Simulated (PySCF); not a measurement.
## Spinor energies of Tl⁴⁺ (thallium, charge +4)

Start: [Xe] 4f14 5d9; 5d3/2 filled at m_j = -1/2, +1/2, +3/2; 5d5/2 filled at m_j = -5/2, -3/2, -1/2, +1/2, +3/2, +5/2. Calculated with PySCF 2.14 in x2c-TZVPall-2c: generalised Hartree-Fock with the X2C-1e Hamiltonian and a Gaussian nucleus; one run each with spin-orbit coupling (SO) screened by Boettger's factors, then bare. This is a chosen level, not necessarily the ground level.

```
spinor shell  electrons  ε, screened SO (eV)  ε, bare SO (eV)  weight of nominal j (bare SO)  rms radius, bare SO (bohr)
       1s1/2          2             -86027.4         -86025.2                          1.000                      0.0184
       2s1/2          2             -15508.0         -15507.3                          1.000                      0.0743
       2p1/2          2             -14863.8         -14910.6                          1.000                      0.0626
       2p3/2          4             -12793.1         -12779.1                          1.000                      0.0711
       3s1/2          2              -3807.9          -3807.7                          1.000                       0.189
       3p1/2          2              -3518.4          -3528.7                          1.000                       0.181
       3p3/2          4              -3051.5          -3048.3                          1.000                       0.198
       3d3/2          4              -2579.3          -2588.0                          1.000                       0.173
       3d5/2          6              -2480.2          -2474.7                          1.000                       0.178
       4s1/2          2              -924.32          -924.27                          1.000                       0.416
       4p1/2          2              -798.46          -801.05                          1.000                       0.419
       4p3/2          4              -683.50          -682.72                          1.000                       0.454
       4d3/2          4              -477.74          -479.69                          1.000                       0.464
       4d5/2          6              -455.98          -454.78                          1.000                       0.477
       5s1/2          2              -198.37          -198.38                          1.000                       0.939
       4f5/2          6              -187.71          -189.09                          1.000                       0.507
       4f7/2          8              -183.30          -182.26                          1.000                       0.511
       5p1/2          2              -152.96          -153.47                          0.999                        1.00
       5p3/2          4              -133.16          -133.02                          0.999                        1.10
       5d3/2          3              -68.875          -69.131                          0.987                        1.36
       5d5/2          6              -66.270          -66.138                          0.993                        1.41
```

| quantity | screened SO | bare SO |
| --- | --- | --- |
| E (hartree) | -20261.31876 | -20263.41117 |
| M_J | 3/2 | 3/2 |
| ⟨J²⟩ | 3.752 | 3.752 |
| ⟨L²⟩ | 6.191 | 6.206 |
| ⟨S²⟩ | 0.937 | 0.951 |

Each row is a mean over spinors that exchange with the open shell spreads, by up to 4.357 eV (5p1/2).

Breit and QED terms are absent; they matter most for the inner s and p1/2 levels.

Densities and radii are taken from the X2C orbitals without a picture-change correction, which distorts them close to the nucleus.
